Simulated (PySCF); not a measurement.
Gas-phase reaction: 2 SnH₂ + 4 SnO₂ → 3 Sn₂O₂ + 2 H₂O

Energies from PySCF, thermal terms from the rigid-rotor harmonic-oscillator model, ideal gas at 1 bar. † marks an energy on the PBE0/def2-TZVP geometry and frequencies; other levels use their own. CCSD(T) freezes the core. All species are closed-shell singlets. Sn: scalar-relativistic def2 core potential, no spin-orbit coupling. SnH₂, SnO₂, Sn₂O₂: computed as isolated molecules; such fragments, hydroxides, amides, oligomers or adducts are transient or little studied in the gas. CCSD(T) isn't extrapolated to the basis-set limit; its ΔH°(298 K) is -1855.3 kJ in def2-SVP and -1807.6 kJ in def2-TZVPP. The harmonic model lacks anharmonicity and excited electronic states, which grow with temperature; levels with a mode under 35 cm⁻¹ are left out. Warning, large T1 diagnostic: Sn₂O₂, SnO₂ (CCSD(T)/def2-TZVPP†).

| level | ΔE electronic, kJ | ΔH°(298 K), kJ | ΔS°(298 K), J/K | ΔG°(1800 K), kJ |
|---|---|---|---|---|
| BLYP/def2-TZVP† | -1673 | -1617 | -163 | -1307 |
| CCSD(T)/def2-TZVPP† | -1863 | -1808 | -163 | -1497 |
| HF/def2-TZVP† | -2150 | -2095 | -163 | -1784 |
| PBE/def2-SVP | -1793 | -1739 | -160 | -1433 |
| PBE0/def2-SVP† | -1999 | -1944 | -163 | -1633 |
| LDA/def2-TZVP† | -1865 | -1810 | -163 | -1499 |
| ωB97X-V/def2-TZVP† | -1936 | -1881 | -163 | -1570 |
ΔH° is lowest at HF/def2-TZVP† and highest at BLYP/def2-TZVP†. No reference value is set beside these.
